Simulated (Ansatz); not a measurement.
Compare A (`CNB(C)Cl`) with its isomer B (`CB(N)CCl`).

Program: Ansatz. Geometries: PBE0-D4/def2-TZVP. ΔE: electronic, gas phase. CCSD(T)/CBS is the MP2 limit (def2-TZVPP, def2-QZVPP) plus CCSD(T) − MP2 in def2-TZVPP, frozen cores. DFT in def2-TZVPP. B3LYP here is the variant with VWN-RPA as its local correlation; programs differ in this. Each species was taken in one conformer, which may not be the lowest.

Which isomer does CCSD(T)/CBS put lower? Give the gap. (Estimate.)

The calculation gave: A, by 84.5 kJ/mol.

Give E(B) − E(A) in kJ/mol with B3LYP, r2SCAN-D4, B2PLYP, B3LYP-D4, MP2/def2-TZVPP, ωB97M-V, HF/def2-TZVPP. (Estimate.)

Computed: B3LYP 84.5, r2SCAN-D4 86.9, B2PLYP 86.3, B3LYP-D4 84.4, MP2/def2-TZVPP 89.5, ωB97M-V 84.3, HF/def2-TZVPP 89.0. None reverses the order clearly.

Largest T1 diagnostic: 0.011.
